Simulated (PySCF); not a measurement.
Al(Me)(SH)2 (CH5AlS2), SMILES [SH][Al]([CH3])[SH]. The structure is a stationary point at PBE-D3(BJ)/def2-SVP. The structure was generated by enumeration; whether it is a known compound was not checked. Other conformers were not sampled.

Computed equilibrium geometry at PBE-D3(BJ)/def2-SVP (PySCF confirms it by a frequency run) as bond lengths and angles (one conformer of several):
Atoms: Al1 C2 H3 H4 H5 S6 H7 S8 H9. Bond lengths (Å): Al1–C2 1.953, Al1–S6 2.208, Al1–S8 2.208, C2–H3 1.111, C2–H4 1.109, C2–H5 1.109, S6–H7 1.362, S8–H9 1.362. Angles (°): C2–Al1–S6 119.3, C2–Al1–S8 119.4, S6–Al1–S8 121.4, Al1–C2–H3 110.2, Al1–C2–H4 111.6, Al1–C2–H5 111.8, H3–C2–H4 107.3, H3–C2–H5 107.4, H4–C2–H5 108.3, Al1–S6–H7 95.4, Al1–S8–H9 95.4.
